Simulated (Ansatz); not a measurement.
`C[N](C)[Au]` + `[SiH3][SiH2]Cl` → `[AuH]` + `CN(C)[SiH]([SiH3])Cl`  (redistribution)

Computed with Ansatz on PBE0-D4/def2-TZVP structures; ΔE is electronic, products minus reactants. CCSD(T)/CBS is the MP2 limit (def2-TZVPP, def2-QZVPP) plus CCSD(T) − MP2 in def2-TZVPP, frozen cores. DFT in def2-TZVPP. B3LYP here is the variant with VWN-RPA as its local correlation; programs differ in this. HSE06 is defined as in plane-wave codes. Elements past krypton have def2 core potentials. For Au outer-core shells are correlated without core-valence functions, which leaves a few kJ/mol of doubt a bond. One conformer a species, not always the lowest.

`C[N](C)[Au]`:

Cartesian coordinates in Å:
```
C -0.165 0.288 -1.160
N -0.662 -0.007 0.167
C 0.386 -0.584 0.982
Au -1.446 1.611 1.028
H -0.950 0.728 -1.775
H 0.719 0.944 -1.185
H 0.128 -0.668 -1.620
H 0.017 -0.803 1.984
H 1.296 0.028 1.063
H 0.677 -1.537 0.515
```

`[SiH3][SiH2]Cl`:

Cartesian coordinates in Å:
```
Si 1.198 0.124 -0.055
Si -1.125 -0.019 0.166
Cl -1.844 -1.342 -1.246
H 1.738 1.073 0.956
H 1.538 0.613 -1.416
H 1.802 -1.216 0.157
H -1.523 -0.525 1.504
H -1.783 1.292 -0.066
```

`[AuH]`:

```xyz
2

Au   -0.758    0.131    0.026
H     0.758   -0.131   -0.026
```

`CN(C)[SiH]([SiH3])Cl`:

```xyz
16

C     1.401   -0.783    0.067
N     0.642    0.436   -0.088
C     1.455    1.574   -0.455
Si   -1.039    0.431   -0.361
Si   -2.121   -1.181    0.942
Cl   -1.578   -0.003   -2.332
H     1.912   -1.073   -0.862
H     2.164   -0.662    0.846
H     0.752   -1.610    0.361
H     0.841    2.473   -0.530
H     2.225    1.753    0.305
H     1.962    1.426   -1.419
H    -1.519    1.816   -0.133
H    -1.791   -1.013    2.384
H    -1.716   -2.548    0.515
H    -3.590   -1.038    0.760
```

| level | ΔE (kJ/mol) | difference from CCSD(T)/CBS |
| --- | --- | --- |
| LDA (SPW92) | -152.7 | -0.8 |
| PBE-D4 | -141.4 | 10.5 |
| revPBE-D4 | -140.9 | 11.0 |
| r2SCAN-D4 | -145.1 | 6.8 |
| B97M-V | -140.7 | 11.2 |
| PBE0-D4 | -157.3 | -5.4 |
| B3LYP-D4 | -152.5 | -0.6 |
| r2SCANh-D4 | -151.9 | 0.0 |
| r2SCAN0-D4 | -161.3 | -9.4 |
| HSE06-D4 | -156.3 | -4.4 |
| CAM-B3LYP-D4 | -162.9 | -11.0 |
| ωB97M-V | -164.7 | -12.8 |
| B2PLYP | -143.0 | 8.9 |
| PBE-QIDH | -156.0 | -4.1 |
| PBE | -135.2 | 16.7 |
| revPBE | -129.4 | 22.5 |
| BLYP | -127.3 | 24.6 |
| B3LYP | -143.5 | 8.4 |
| r2SCANh | -149.1 | 2.8 |
| r2SCAN0 | -158.3 | -6.4 |
| HSE06 | -150.6 | 1.3 |
| BHLYP | -160.3 | -8.4 |
| CAM-B3LYP | -156.5 | -4.6 |
| LC-ωPBE | -161.1 | -9.2 |
| RPA@PBE/def2-TZVPP | -134.3 | 17.6 |
| HF/def2-SVP | -170.2 | -18.3 |
| MP2/def2-SVP | -153.3 | -1.4 |
| CCSD/def2-SVP | -155.9 | -4.0 |
| CCSD(T)/def2-SVP | -148.7 | 3.2 |
| HF/def2-TZVPP | -169.1 | -17.2 |
| MP2/def2-TZVPP | -146.6 | 5.3 |
| SCS-MP2/def2-TZVPP | -145.1 | 6.8 |
| CCSD/def2-TZVPP | -155.7 | -3.8 |
| CCSD(T)/def2-TZVPP | -147.8 | 4.1 |
| HF/def2-QZVPP | -169.3 | -17.4 |
| MP2/def2-QZVPP | -149.0 | 2.9 |
| SCS-MP2/def2-QZVPP | -148.2 | 3.7 |
| HF/CBS(def2) | -169.3 | -17.4 |
| MP2/CBS(def2) | -150.7 | 1.2 |
| CCSD/CBS(def2) | -159.8 | -7.9 |
| CCSD(T)/CBS | -151.9 | 0 |

Largest T1 diagnostic among the species: 0.029, so the coupled-cluster value is less sure than usual.

In def2-TZVPP, CCSD(T) changes the Hartree–Fock value by +21.3 kJ/mol (the triples alone add +7.9 kJ/mol) and MP2 by +22.5 kJ/mol. The D4 term adds −9.0 kJ/mol with B3LYP and −6.0 kJ/mol with PBE0; it sums over pairs of atoms, weighted by their polarisabilities, and B3LYP, whose exchange is more repulsive, gets the larger term. Leaving LDA and LC-ωPBE aside and taking each functional with its dispersion term where it has one, the values, not all of them listed here, spread over 28.9 kJ/mol, from BHLYP-D4 to BLYP-D4. LDA lies −17.5 kJ/mol from PBE without D4.
